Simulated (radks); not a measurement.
Question: The table gives one normalised radial function P(r) = r R(r) (large component) of W+ in [Xe] 4f14 5d4 6s1 (r in bohr). Method: Dirac Kohn-Sham, BLYP, spin-unpolarised, spherical densities, point nucleus; open shells fill j = l - 1/2 first; computed with a radial shooting solver on a logarithmic mesh with Libxc functionals.

r	P
0.003756	0.0002
0.005132	0.0005
0.007011	0.0011
0.009578	0.0025
0.01298	0.0052
0.01773	0.0111
0.02423	0.0228
0.0331	0.0450
0.04522	0.0825
0.06177	0.1371
0.08439	0.1964
0.1153	0.2235
0.1575	0.1605
0.2135	-0.0163
0.2916	-0.2437
0.3984	-0.3363
0.5443	-0.1560
0.7436	0.2282
1.016	0.5964
1.388	0.7637
1.896	0.7003
2.59	0.4991
3.51	0.2799
4.796	0.1125
6.552	0.0290
8.951	0.0041
12.23	0.0003

Which n and l does it have? It may be an empty orbital.

Answer: n = 5, l = 2: the number of nodes gives n - l - 1 = 2, the rise at small r points to l (for j = l - 1/2 the large component starts as r^gamma with gamma = sqrt(l^2 - (Z/c)^2) = 1.93 and the r^(l+1) term takes over further out; the orbital of l - 1 with the same j starts with the same power, but with a larger coefficient, and does not steepen), and the extent must fit the shell. The curve is that of 5d3/2; the two j differ most near the nucleus, where j = l - 1/2 has the larger amplitude, and in heavy atoms j = l - 1/2 is also the more compact. 5d3/2: eigenvalue -11.805 eV, 2 radial nodes at r = 0.209, 0.625 bohr, <r> = 1.95 bohr, 90 % of the charge inside 3.08 bohr.
